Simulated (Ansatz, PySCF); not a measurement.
Complex: NH3 (SMILES N) (first 4 atoms) with HI (SMILES I); geometry from B3LYP-D3(BJ)/def2-TZVP, rigid monomers moved along the line of their centres of mass till N1···H6 is 1.88 Å.
(charge 0, multiplicity 1):
```xyz
6

N     -0.080    -0.084     0.517
H      0.150    -0.968     0.079
H     -1.003     0.205     0.211
H      0.596     0.614     0.228
I     -0.028    -0.437     4.105
H     -0.053    -0.268     2.391
```

Monomers are frozen at their geometry in the pair; levels with a basis set take the counterpoise correction. Rows marked so take none.

Rows in 3-21G, STO-3G carry no dispersion term and start afresh at each structure; the Pople sets are all-electron and without relativity.

Programs: Ansatz (a quantum-chemistry and plane-wave program) with Gaussian orbitals; PySCF for 3-21G rows, STO-3G rows. Values without a source in brackets are computed. In def2 rows elements past Kr take small-core potentials, without spin–orbit coupling.

One of these levels gives -165.9 meV for the interaction energy. Which one is it?
(A) B3LYP/def2-TZVPPD
(B) HF/def2-SVPD
(C) HF/STO-3G (no counterpoise)
(D) B3LYP/3-21G (no counterpoise)

B, HF/def2-SVPD. The others give -359.6 (HF/STO-3G (no counterpoise)), -733.0 (B3LYP/3-21G (no counterpoise)), -305.9 (B3LYP/def2-TZVPPD)
